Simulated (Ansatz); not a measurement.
Input for Ansatz (an electronic-structure program): U-CCSD(T)/cc-pV(Q+d)Z on H3NSi (SMILES [N][SiH3]), 2S+1 = 1, a spin state set in the input, which need not be the lowest, at the other state's geometry. Files ending in .json are basis or fitting sets from the Basis Set Exchange.

Ansatz 0.2 input:
```yaml
crystal:
  periodic: [false, false, false]
  atoms:
    - {symbol: N, position_ang: [1.31794050, -0.00786475, -0.14912232]}
    - {symbol: Si, position_ang: [-0.45915357, 0.00273998, 0.05195230]}
    - {symbol: H, position_ang: [-0.93343448, 1.40726339, 0.02312724]}
    - {symbol: H, position_ang: [-0.79509862, -0.62430154, 1.35288241]}
    - {symbol: H, position_ang: [-1.06890040, -0.76626830, -1.05948567]}
basis:
  gaussian:
    orbitals: cc-pV_Q+d_Z.json
correlation: {method: ccsd_t, electrons: outside_noble_gas}
scf: {omitted_lower_state_checks: [cluster_reference]}
magnetization: {spin_polarized: true, initial_magnetization: 0}
```

Program output:

```
WARN ansatz: RAYON_NUM_THREADS=1 ignored (pool sized by the plan → 1); use --threads N
Functional definition: HF
these checks for a lower state are left out or cut short: cluster_reference
integrals: 1.55 GiB planned
1236 factors; integrals over basis functions are off by at most 8.3e-4 eV
mean field: 0.69 GiB planned
mean field evaluation 1: about -9385.9546 eV, gradient 1.4e1 eV
mean field evaluation 2: about -9385.9558 eV, gradient 1.4e1 eV
mean field evaluation 4: about -9388.1898 eV, gradient 2.5e0 eV
mean field evaluation 8: about -9388.2945 eV, gradient 3.9e-4 eV
mean field evaluation 16: about -9389.8318 eV, gradient 2.8e0 eV
mean field evaluation 32: about -9388.2065 eV, gradient 2.4e0 eV
mean field evaluation 64: about -9388.7786 eV, gradient 1.2e-1 eV
mean field evaluation 96: about -9388.4574 eV, gradient 1.1e0 eV
mean field evaluation 128: about -9390.1994 eV, gradient 1.3e-1 eV
mean field -9390.19967874 eV, -345.0834732877 hartree, gradient 2.7e-6 eV, S^2 1.012974; 14 other end points of the search recorded, 0 dependent functions left out
6 core orbitals not correlated
reference -9390.19967874 eV, -345.0834732877 hartree; 6, 6 occupied and 197, 197 virtual orbitals, 1236 factors
second order -7.45638830 eV of doubles, -0.00000000 eV of singles
coupled cluster: 1.99 GiB planned
cycle   1  -8.17756513 eV  change   -7.2e-1 eV  update   7.0e-2
cycle   2  -8.49732173 eV  change   -3.2e-1 eV  update   3.0e-2
cycle   3  -8.55196077 eV  change   -5.5e-2 eV  update   1.9e-2
cycle   4  -8.57182218 eV  change   -2.0e-2 eV  update   1.4e-2
cycle   5  -8.60013663 eV  change   -2.8e-2 eV  update   1.0e-2
cycle   6  -8.62080605 eV  change   -2.1e-2 eV  update   6.8e-3
cycle   7  -8.63329829 eV  change   -1.2e-2 eV  update   4.3e-3
cycle   8  -8.64008414 eV  change   -6.8e-3 eV  update   2.0e-3
cycle   9  -8.64045573 eV  change   -3.7e-4 eV  update   7.9e-4
cycle  10  -8.64043940 eV  change    1.6e-5 eV  update   2.4e-4
cycle  11  -8.64061678 eV  change   -1.8e-4 eV  update   1.1e-4
cycle  12  -8.64063726 eV  change   -2.0e-5 eV  update   4.8e-5
cycle  13  -8.64065892 eV  change   -2.2e-5 eV  update   2.0e-5
cycle  14  -8.64064536 eV  change    1.4e-5 eV  update   9.9e-6
cycle  15  -8.64064014 eV  change    5.2e-6 eV  update   5.7e-6
coupled cluster: 2.01 GiB planned
perturbative correction -0.38802681 eV, -0.0142597221 hartree
WARN: the results are in doubt because among natural orbitals the method converges to other amplitudes
Total energy: -9399.22834568 eV, -345.4152706780 hartree
In doubt: among natural orbitals the method converges to other amplitudes
Checks for a lower state left out: cluster_reference
```

Self-consistency was reached. Its determinant has ⟨S²⟩ = 1.01, a mixture of spin states.

Warnings raised: other amplitudes.

Cost: roughly 10 core-minutes.
